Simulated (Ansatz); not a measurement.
PBE exchange is replaced step by step with exact exchange (0 % is PBE, 25 % PBE0; no dispersion term), basis def2-SVP, Ansatz. System: As₄⁺. The state is a doublet with charge 1. Geometry: PBE-D4/def2-SVP, each spin state at its own.

The relaxed quartet has other bonds than the doublet, so its gap is one between isomers.

Geometry of the doublet:

```xyz
4

As   -1.275   -0.342   -0.787
As   -0.329   -0.400    1.447
As    1.321   -0.726   -0.303
As    0.284    1.468   -0.358
```

The structure comes from a short search, and lower isomers may exist.

HOMO and LUMO are taken over both spins.

```tsv
exact exchange (%)	HOMO (eV)	LUMO (eV)	gap (eV)	⟨S²⟩	quartet − doublet (kJ/mol)
10	-11.54	-10.30	1.24	0.756	162.9
40	-12.73	-9.48	3.25	0.766	152.7
```

**Question.** Estimate the row for 15 %.

**Answer.** 
```csv
exact exchange (%),HOMO (eV),LUMO (eV),gap (eV),⟨S²⟩,quartet − doublet (kJ/mol)
15,-11.74,-10.17,1.57,0.757,161.3
```
